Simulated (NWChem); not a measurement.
# Lowest excitation of HClSi

```
Si
H 1 1.5382
Cl 1 2.0903 2 95.27
```
Charge 0, spin multiplicity 1.

All runs are NWChem calculations. Structure: optimised with PBE0/def2-SVP, a minimum by its harmonic frequencies.

Basis set: def2-SVPD.

B3LYP has NWChem's definition, with VWN1-RPA local correlation. The structure started from a generated list of species.

**Question.** One of these methods gave a lowest vertical singlet excitation energy of 2.92 eV. Which?
A) TDA-BHandHLYP
B) TD-B3LYP
C) CIS

**Answer.** A, TDA-BHandHLYP. The others give 3.08 (CIS), 2.67 (TD-B3LYP).
